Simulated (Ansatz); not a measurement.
The same path of C₂H₈GeS (12 atoms, charge 0, multiplicity 1) was run twice with different band settings. Lost on the way: Ge1–C2, S4–H5. Made: C2–H5.

All numbers below come from RKS PBE0/def2-SVP (Ansatz).

Relaxed end points:

```xyz
12
Properties=species:S:1:pos:R:3
Ge -1.123 0.282 0.768
C 0.477 -0.735 0.275
C 0.831 -0.647 -1.203
S -0.909 2.429 0.168
H 0.103 2.681 1.027
H -1.396 0.188 2.283
H -2.357 -0.189 -0.022
H 0.302 -1.779 0.586
H 1.304 -0.363 0.902
H 0.038 -1.077 -1.837
H 1.763 -1.190 -1.429
H 0.968 0.399 -1.518
```

```xyz
12
Properties=species:S:1:pos:R:3
Ge -2.167 0.859 1.111
C 1.084 -0.215 0.159
C 1.088 -0.714 -1.276
S -2.178 2.885 1.148
H 0.742 0.832 0.224
H -1.962 -0.035 2.353
H -2.400 0.007 -0.153
H 0.435 -0.832 0.803
H 2.090 -0.246 0.606
H 0.081 -0.678 -1.723
H 1.437 -1.756 -1.341
H 1.749 -0.106 -1.912
```

Common settings: spring 5.0 eV/Å²; optimiser quadratic models (default); start path through a guess of the saddle point; force threshold 0.05 eV/Å; iteration limit 60; end points relaxed.

| run | movable images | climbing image |
| --- | --- | --- |
| 1 | 7 | yes |
| 2 | 3 | no |

(1) What does each run give, and how far can it be trusted?

Answers

(1) Run 1: converged after 19 iterations, highest image 2.507 eV above the first end. Neighbouring images differ by up to 1.6 eV, so the band resolves the path poorly. A vibrational analysis at the climbing image gives one clearly imaginary mode, 1417i cm⁻¹: a first-order saddle point.
Run 2: converged after 42 iterations, highest image 1.249 eV above the first end. Neighbouring images differ by up to 1.2 eV, so the band resolves the path poorly. No image climbed, so the highest image needn't sit at the top of the path. A band with more images between the same ends climbed to 2.51 eV, so this one has probably stepped over the top. So few images can step over the top or miss a turn of the path.
The orbitals stay closed-shell, which can raise the energy where a bond breaks towards radicals; this wasn't checked here.
